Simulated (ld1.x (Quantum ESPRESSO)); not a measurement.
# Ru (Z = 44): one change to an RRKJ potential, before and after

```
Element                 : ruthenium (Ru)
Generator               : ld1.x (Quantum ESPRESSO) 7.5
Type                    : norm-conserving RRKJ (Kleinman–Bylander form)
Functional              : PBE
Relativity              : scalar-relativistic
Frozen core             : [Ar] 3d10
Valence charge          : 16
Reference configuration : 4s2 4p6 4d7 5s0 5p1
Partial waves           : 4s (bound): rc 1.65 bohr; 4d (bound): rc 2.15 bohr; 4p (bound): rc 1.05 bohr
Local potential         : the p channel
Core correction         : none
```

Occupied shells without a wave of their own: 5p. They enter only through the test configuration that unscreens the potential.

All-electron outer shells of the reference configuration (PBE, scalar-relativistic, ld1.x):

```tsv
shell	level (eV)	outermost node (bohr)	outermost maximum (bohr)
3p	-448.79	0.16	0.36
3d	-274.68	–	0.30
4s	-77.99	0.48	0.92
4p	-48.05	0.49	0.98
4d	-6.76	0.48	1.21
5s	-5.32	1.23	2.69
5p	-1.72	1.41	3.77
```

Change: all radii scaled by about 1.37 (s 2.26, p 1.44, d 2.94 bohr).

Cutoffs: the cutoffs (Ry, on a coarse ladder) from which the occupation-weighted sum of valence levels, in a spherical-Bessel basis at the reference potential, stays within 10 and 1 mRy of its value at 400 Ry; they do not see the model core or the augmentation charge, which bear on the density cutoff. Errors are all-electron minus pseudo energies relative to the spin-unpolarised reference configuration.

Q: What does the change do?

A: A bound ghost appears in s, which as a rule spoils a file; of the 7 tests that both files solve, the error grows in 7 and shrinks in 0 by more than 15 % and 0.3 meV (median size 201.1 → 989.1 meV). More of the atom is replaced by a form fitted at one configuration, so other configurations suffer.

| quantity | base | changed |
| --- | --- | --- |
| cutoffs, loose and tight | 120 Ry, 160 Ry | not determined |
| bound ghosts | none | s |
| error for 4s2 4p6 4d7 5s1 5p0, meV [ΔE -3.46 eV] | +364 | +1765 |
| error for 4s2 4p6 4d7 5s0 5p0, meV [ΔE 3.83 eV] | -18 | -60 |
| error for 4s2 4p6 4d6 5s0 5p0, meV [ΔE 22.02 eV] | -38 | -84 |
| error for 4s2 4p6 4d7 5s0.5 5p0, meV [ΔE -0.60 eV] | +201 | +989 |
| error for 4s2 4p6 4d6 5s1 5p1, meV [ΔE 2.19 eV] | +518 | +2474 |
| error for 4s2 4p6 4d6 5s1 5p0, meV [ΔE 6.65 eV] | +575 | +2692 |
| error for 4s2 4p6 4d5 5s0 5p0, meV [ΔE 52.64 eV] | -32 | +322 |

Base: The 5p level has no wave, so the channel is fitted at the deeper level alone: the likely source of the large errors. Changed file: These tests converged, but a pseudo level misses the all-electron one widely, so the file describes the atom poorly there or has found another state: 4s2 4p6 4d7 5s1 5p0: 5s by 1.3 eV; 4s2 4p6 4d7 5s0 5p0: empty 5s by 2.4 eV (a node warning on the way); 4s2 4p6 4d6 5s0 5p0: empty 5s by 3.6 eV; 4s2 4p6 4d7 5s0.5 5p0: 5s by 1.8 eV; 4s2 4p6 4d6 5s1 5p1: 5s by 1.9 eV; 4s2 4p6 4d6 5s1 5p0: 5s by 2.1 eV; 4s2 4p6 4d5 5s0 5p0: empty 5s by 4.8 eV (a node warning on the way). The 5p level has no wave, so the channel is fitted at the deeper level alone: the likely source of the large errors. A true bound ghost makes a file unfit for plane-wave use even where its test errors are small: the radial tests pick states by their node count and pass the ghost by.
